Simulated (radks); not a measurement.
Question: Radial electron density D(r) = 4 pi r^2 rho(r) of an atom or ion with 8 electrons. All-electron calculation, scalar-relativistic Kohn-Sham, r2SCAN, spin-polarised, spherical densities, finite nucleus; meta-GGA in the generalised Kohn-Sham scheme; Fermi nuclear charge, rms radius of each element as measured or else 0.836 A^(1/3) + 0.57 fm. Program: a radial shooting solver on a logarithmic mesh with Libxc functionals.

```
   r/bohr * D(r) (the largest magnitude, 8.34, reaches the edge; | marks zero)
 0.006289 |*
 0.006978 |*
 0.007805 |*
 0.008661 | *
  0.00961 | *
  0.01066 | *
  0.01193 |  *
  0.01323 |   *
  0.01468 |   *
  0.01629 |    *
  0.01822 |     *
  0.02022 |      *
  0.02244 |        *
   0.0251 |          *
  0.02785 |           *
   0.0309 |              *
  0.03429 |                *
  0.03835 |                   *
  0.04255 |                      *
  0.04722 |                         *
  0.05239 |                             *
   0.0586 |                                 *
  0.06503 |                                     *
  0.07215 |                                        *
  0.08006 |                                            *
  0.08955 |                                                *
  0.09936 |                                                  *
   0.1103 |                                                     *
   0.1233 |                                                      *
   0.1368 |                                                      *
   0.1518 |                                                     *
   0.1685 |                                                   *
   0.1884 |                                                *
   0.2091 |                                            *
    0.232 |                                       *
   0.2574 |                                   *
   0.2879 |                              *
   0.3195 |                           *
   0.3545 |                        *
   0.3965 |                      *
     0.44 |                      *
   0.4882 |                      *
   0.5417 |                        *
   0.6059 |                         *
   0.6724 |                           *
    0.746 |                            *
   0.8278 |                            *
   0.9259 |                            *
    1.027 |                          *
     1.14 |                        *
    1.265 |                     *
    1.415 |                  *
     1.57 |              *
    1.742 |           *
    1.948 |        *
    2.162 |     *
    2.399 |   *
    2.662 |  *
    2.977 | *
    3.304 |*
    3.666 |*
    4.068 *
     4.55 *
    5.048 *
```

What is the nuclear charge?

Answer: Z = 8. The innermost maximum, from 1s, lies near gamma/Z bohr with gamma = sqrt(1 - (Z/c)^2) = 0.998, here 0.125 bohr (found: 0.133), and its height grows with Z. The density is that of neutral oxygen in [He] 2s0.5 2p5.5; the configuration itself is not fixed sharply by these data. D(r) has 2 maxima, at r = 0.133, 0.821 bohr, and minima at 0.433 bohr, inside which lie 2.27 electrons.
